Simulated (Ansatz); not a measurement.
C2H4Cl2Sn (`C=[CH][SnH]([Cl])[Cl]`), relaxed with RKS PBE-D4/def2-SVP in the Gaussian-basis code of Ansatz from a rough embedded geometry. The force threshold is 0.03 eV/Å; the program also tests the step.

Total charge 0; spin multiplicity 1. Sn: def2 effective core potential.

Start:

```xyz
9

C    -1.016   -0.971   -0.866
C    -0.939   -0.059    0.061
Sn    0.918    0.785    0.646
Cl    1.896    1.805   -1.127
Cl    2.320   -0.975    1.389
H    -0.079   -1.279   -1.444
H    -1.948   -1.395   -1.219
H    -1.853    0.207    0.567
H     0.702    1.882    1.994
```

Problem. By how much does the energy fall, and how many steps does the optimiser take? (An estimate is asked.)

Solution. Computed: 31.02 kJ/mol, in 13 steps, 2 of them rejected.

Problem. Which bonds change most? (Estimate.)

Solution. Ansatz gave: Sn3–Cl4 from 2.267 to 2.374 Å; C1–C2 from 1.303 to 1.343 Å; C1–H6 from 1.144 to 1.104 Å; Sn3–H9 from 1.751 to 1.725 Å.

Problem. Give the relaxed structure. (Estimate.)

Solution. Computed: 
```xyz
9

C    -1.097   -0.688   -1.084
C    -0.879   -0.366    0.202
Sn    0.880    0.721    0.759
Cl    2.031    1.096   -1.283
Cl    2.259   -0.675    2.091
H    -0.391   -0.403   -1.884
H    -1.996   -1.252   -1.390
H    -1.580   -0.662    1.001
H     0.773    2.230    1.587
```
